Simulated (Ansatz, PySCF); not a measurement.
Process, species as SMILES: [CH2]CN -> [CH2]NC
Each molecule is optimised on its own at B3LYP-D3(BJ)/def2-TZVP (Ansatz, an electronic-structure program), one conformer each, not searched for the lowest.

Property: isomerisation energy (electronic energy difference), in eV. Cores are frozen in the correlated levels unless marked. UHF or UKS for open shells. Spin-orbit coupling is left out. No relativistic terms. Basis-set limits of correlation are two-point, X^-3; Hartree-Fock from the larger set. The bracket is a focal-point correction in the basis named.

RI-MP2/CBS(cc-pVTZ,cc-pVQZ)+[CCSD(T)-MP2]/cc-pVTZ (Ansatz) gives -0.06 eV.

Q: Another calculation gave -0.13 eV. Which level was it?
(A) HF/def2-TZVPD (PySCF)
(B) LC-wPBE/def2-TZVPD (Ansatz)
(C) SVWN5/def2-TZVPD (Ansatz)

A: B, LC-wPBE/def2-TZVPD (Ansatz). The others give -0.25 (SVWN5), 0.01 (HF) eV.
